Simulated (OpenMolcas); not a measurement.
# d7 ions of charge +3 down a group with 6 fluoride ligands in octahedral coordination

```
Program             : OpenMolcas
Method              : CASSCF
Spin-orbit coupling : RASSI with atomic mean-field integrals over the reference wave functions
```

The d shell is active. Anionic complexes are neutralised by point charges behind the ligands. Distances were set from a Shannon-type radius of the metal (high-spin where two are listed) plus a fixed donor radius (F 1.31 Å). Ligand basis ANO-RCC-VDZP, DKH2 Hamiltonian. States (labels of O, the rotations of Oh). Energies in cm-1 above the lowest state or level, χT in cm3 K/mol; under a threefold ground state the first gap can be a small split of the lowest multiplet, not the spin-orbit step; 10Dq and B are least-squares fits to the states below 45000 cm-1, weighted by degeneracy, with a free offset, and given where the rms deviation is under 5 % of |10Dq| (or 100 cm-1) and under 700 cm-1. Spin-only χT is S(S+1) / 2 for the spin of the ground state.

```tsv
Ion	Shell	R (Å)	Metal basis	Outer charge (e at Å behind ligand)	Ground state	First state of that spin	10Dq	B (rms of fit)	First gap with spin-orbit (degeneracies)	χT at 300 K	First state of another spin	Spin-only χT
Ni3+	3d7	1.91	ANO-RCC-VTZP	0.5 at 3.2	4T1	4T2 8164	9961	1312 (302)	473.6 (2, 4)	3.424	2E 14153	1.875
Pd3+	4d7	2.07	ANO-RCC-VTZP	0.5 at 3.2	4T1	4T2 14008	16000	833 (326)	296.3 (2, 4)	2.581	2E 809.0	1.875
```

|10Dq| changes by a factor of 16000 / 9961 = 1.61 from Ni3+ to Pd3+.

B goes from 1312 cm-1 (Ni3+) to 833 cm-1 (Pd3+).

Every ion keeps the highest spin of its shell. χT departs most from the spin-only value for Ni3+, by +1.549 cm3 K/mol.

An orbital triplet at a regular site is open to Jahn-Teller coupling, which can distort the site and quench the lowest spin-orbit gaps and is left out. Without dynamic correlation the repulsion within the d shell is too large (B by tens of per cent), so at a given field states of lower spin stand too high. This shell can be high or low spin here, a state of another spin lies low, and with metal d orbitals alone active their balance is uncertain, so the ground spin may be wrong. Ligand-to-metal charge-transfer states are missing. With no ligand orbital active B as a rule stays too high, so bands that hang on it stand too high and its fall with covalency is understated. With metal d orbitals alone and no dynamic correlation the field as a rule comes out too small, by tens of per cent, by up to half for chloride and softer ligands, and with too little covalency χT stands high (holds for Ni3+). The least metal-like active orbital is 83 % on the metal (Löwdin) and no ligand orbital is active, so the numbers are rough (holds for Pd3+). With metal d orbitals alone the field can be off either way by tens of per cent (holds for Pd3+). No measured value stands beside these numbers; the geometry is a model, was not optimised and need not be the one that this ion takes.
